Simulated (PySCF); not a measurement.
Isomers of C6H11FO, mass 118.079 u with the commonest isotopes. Computed with PBE0/pcSseg-1 in PySCF (dipole) on a GFN2-xTB geometry, gas phase. One conformer each, none proved a minimum here; rigid rotors.

Question: Order these by radius of gyration √(Σ m r²/M), smallest first.
A. `[CH3:1][C:2]([CH3:3])([CH3:4])[CH2:5][C:6](=[O:7])[F:8]` with C2–C5–C6–O7 3°
B. `[CH3:1]/[CH:2]=[C:3](/[F:4])[CH2:5][O:6][CH2:7][CH3:8]` with C2–C3–C5–O6 48°, C3–C5–O6–C7 68°, C5–O6–C7–C8 -179°
C. `[CH3:1][CH2:2][C:3]([CH3:4])([CH3:5])[C:6](=[O:7])[F:8]` with C1–C2–C3–C4 61°, C2–C3–C6–O7 125°
D. `[CH3:1][CH2:2][C:3](=[O:4])[CH2:5][C@H:6]([CH3:7])[F:8]` with C1–C2–C3–O4 -1°, C2–C3–C5–C6 -95°, C3–C5–C6–C7 -173°

Answer: C (1.854 Å), A (2.025 Å), B (2.117 Å), D (2.160 Å).

Question: Order these by out-of-plane moment Σ m c² = (Ia + Ib − Ic)/2, smallest first.
A. `[CH3:1][CH2:2][C:3]([CH3:4])([CH3:5])[C:6](=[O:7])[F:8]` with C1–C2–C3–C4 61°, C2–C3–C6–O7 125°
B. `[CH3:1]/[C:2](=[CH:3]/[F:4])[CH2:5][CH2:6][CH2:7][OH:8]` with C1–C2–C5–C6 72°, C2–C5–C6–C7 62°, C5–C6–C7–O8 178°, C6–C7–O8–H -178°
C. `[CH3:1]/[CH:2]=[C:3](/[F:4])[CH2:5][O:6][CH2:7][CH3:8]` with C2–C3–C5–O6 48°, C3–C5–O6–C7 68°, C5–O6–C7–C8 -179°
D. `[CH3:1][CH2:2][C:3](=[O:4])[CH2:5][C@H:6]([CH3:7])[F:8]` with C1–C2–C3–O4 -1°, C2–C3–C5–C6 -95°, C3–C5–C6–C7 -173°
E. `[CH3:1][C:2]([CH3:3])([CH3:4])[CH2:5][C:6](=[O:7])[F:8]` with C2–C5–C6–O7 3°

Answer: D (32.23 u·Å²), C (45.96 u·Å²), B (51.01 u·Å²), E (56.68 u·Å²), A (97.90 u·Å²).

Question: Order these by rotational constant C, smallest first.
A. `[CH3:1]/[CH:2]=[C:3](/[F:4])[CH2:5][O:6][CH2:7][CH3:8]` with C2–C3–C5–O6 48°, C3–C5–O6–C7 68°, C5–O6–C7–C8 -179°
B. `[CH3:1][CH2:2][C:3]([CH3:4])([CH3:5])[C:6](=[O:7])[F:8]` with C1–C2–C3–C4 61°, C2–C3–C6–O7 125°
C. `[CH3:1][C:2]([CH3:3])([CH3:4])[CH2:5][C:6](=[O:7])[F:8]` with C2–C5–C6–O7 3°
D. `[CH3:1][CH2:2][C:3](=[O:4])[CH2:5][C@H:6]([CH3:7])[F:8]` with C1–C2–C3–O4 -1°, C2–C3–C5–C6 -95°, C3–C5–C6–C7 -173°

Answer: D (973.9 MHz), A (1046 MHz), C (1182 MHz), B (1640 MHz).

```json
{"SMILES": "CC(C)(C)CC(=O)F", "point group": "near Cs", "Ia (u·Å²)": "148.91", "Ib (u·Å²)": "391.89", "Ic (u·Å²)": "427.43", "κ": "-0.90", "μa (D)": "2.53", "μb (D)": "1.61", "μc (D)": "0.05"}
{"SMILES": "CCC(C)(C)C(=O)F", "point group": "C1", "Ia (u·Å²)": "229.33", "Ib (u·Å²)": "274.63", "Ic (u·Å²)": "308.16", "κ": "-0.29", "μa (D)": "2.66", "μb (D)": "1.32", "μc (D)": "0.99"}
{"SMILES": "C/C=C(/F)COCC", "point group": "C1", "Ia (u·Å²)": "187.73", "Ib (u·Å²)": "387.28", "Ic (u·Å²)": "483.10", "κ": "-0.69", "μa (D)": "0.75", "μb (D)": "0.60", "μc (D)": "0.17"}
{"SMILES": "CCC(=O)C[C@H](C)F", "point group": "C1", "Ia (u·Å²)": "127.42", "Ib (u·Å²)": "455.95", "Ic (u·Å²)": "518.90", "κ": "-0.91", "μa (D)": "1.52", "μb (D)": "0.35", "μc (D)": "1.86"}
{"SMILES": "C/C(=C/F)CCCO", "point group": "C1", "Ia (u·Å²)": "194.05", "Ib (u·Å²)": "418.59", "Ic (u·Å²)": "510.62", "κ": "-0.73", "μa (D)": "0.77", "μb (D)": "0.35", "μc (D)": "1.00"}
```
